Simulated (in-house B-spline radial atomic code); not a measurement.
Configurations of Nb⁴⁺, with energies counted from [Kr] 4d1. Method: non-relativistic LDA PW92, spin-polarised, spherical fractional occupations, point nucleus. Calculated with a radial B-spline atomic code at the basis-set limit. Shells without spins written out take the highest spin.

Occupations are held fixed; configurations that lie above the ionisation limit could autoionise.

```csv
configuration,E - E(ref) (eV),highest orbital,its <r> (bohr)
"[Kr] 5s(0 up, 1 down)",10.125,5s down,2.585
[Kr] 5p1,16.483,5p up,2.87
[Ar] 3d10 4s2 4p5 4d1 4f1,60.717,4f up,2.674
"[Ar] 3d10 4s2 4p(3 up, 2 down) 4d(1 up, 0 down) 4f(0 up, 1 down)",61.501,4f down,2.791
[Ar] 3d9 4s2 4p6 4d1 5p1,229.82,5p up,2.787
"[Ar] 3d(5 up, 4 down) 4s2 4p6 4d(1 up, 0 down) 5d(0 up, 1 down)",240.04,5d down,3.522
```

Problem. Order these further configurations by energy, lowest first.
A. [Ar] 3d10 4s2 4p5 4d2
B. [Kr] 5f1
C. [Ar] 3d9 4s2 4p6 4d2
D. [Ar] 3d9 4s2 4p6 4d1 5d1
E. [Kr] 4f(1 up, 0 down)

Solution. E (26.758 eV), A (32.837 eV), B (35.267 eV), C (210.82 eV), D (239.83 eV).

Problem. How far above the reference does [Ar] 3d9 4s2 4p6 4d1 4f1 lie?

Solution. 240.3 eV; its least bound orbital is 4f up with <r> = 2.631 bohr.
